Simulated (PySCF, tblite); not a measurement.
Isomers of [C8H12N]+ (charge +1), one GFN2-xTB conformer each. Single-point energies are computed at PBE0/pcSseg-1 (PySCF, gas phase, no added dispersion term), electronic only.

```
            SMILES  GFN2-xTB relative energy (kJ/mol)
C=C(CC#[N+]C)C1CC1                              270.3
    CCc1cccc[n+]1C                                0.0
```

Conformers: `[CH2:1]=[C:2]([CH2:3][C:4]#[N+:5][CH3:6])[CH:7]1[CH2:8][CH2:9]1` (charge +1) with C1–C2–C3–C4 94°, C1–C2–C7–C8 -153°; `[CH3:1][CH2:2][c:3]1[cH:4][cH:5][cH:6][cH:7][n+:8]1[CH3:9]` (charge +1) with C1–C2–C3–C4 0°.

**Question.** What does PBE0/pcSseg-1 give for the same structures?

**Answer.** 
```json
{"SMILES": "CCc1cccc[n+]1C", "PBE0/pcSseg-1 E (Eh)": "-366.11455", "PBE0/pcSseg-1 (kJ/mol)": "0.0", "GFN2-xTB (kJ/mol)": "0.0", "point group": "Cs"}
{"SMILES": "C=C(CC#[N+]C)C1CC1", "PBE0/pcSseg-1 E (Eh)": "-366.00162", "PBE0/pcSseg-1 (kJ/mol)": "296.5", "GFN2-xTB (kJ/mol)": "270.3", "point group": "C1"}
```

Both levels put the same isomer lowest. As drawn, the higher has a three-membered ring, which the lower lacks.

**Question.** Which frontier levels and rotational constants go with these structures?

**Answer.** 
| SMILES | HOMO (eV, PBE0/pcSseg-1) | LUMO (eV) | A, B, C (MHz) |
| --- | --- | --- | --- |
| CCc1cccc[n+]1C | -12.53 | -6.35 | 2514, 1508, 959.5 |
| C=C(CC#[N+]C)C1CC1 | -10.98 | -5.66 | 2425, 1041, 856.4 |

**Question.** What happens when harmonic zero-point energies from GFN2-xTB frequencies are added?

**Answer.** 
```json
{"SMILES": "CCc1cccc[n+]1C", "ZPE (kJ/mol)": "475.9", "electronic (kJ/mol)": "0.0", "with ZPE (kJ/mol)": "0.0"}
{"SMILES": "C=C(CC#[N+]C)C1CC1", "ZPE (kJ/mol)": "462.4", "electronic (kJ/mol)": "296.5", "with ZPE (kJ/mol)": "283.0"}
```

The zero-point energies span 13.5 kJ/mol. The order is unchanged.
